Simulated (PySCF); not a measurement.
Vertical excitations of a molecule C3H6GeO from PySCF with TDA-M06-2X/def2-SVPD, as energy in eV (oscillator strength): 4.14 (0.000), 6.54 (0.000), 6.87 (0.005), 6.91 (0.021), 7.40 (0.027), 7.42 (0.192), 7.74 (0.133), 7.77 (0.022), 7.89 (0.032), 8.17 (0.013). Lowest triplet (TDA): 3.72 eV. Coordinates come from a B3LYP-D3(BJ)/def2-SVP optimisation. One conformer was computed; it need not be the lowest.

Pick the molecule that these values belong to.
A) [GeH3][C]1=COC1
B) C=C=[CH][GeH2][OH]
C) C#CC[O][GeH3]
D) O=C1[CH2][GeH2][CH2]1

D, O=C1[CH2][GeH2][CH2]1
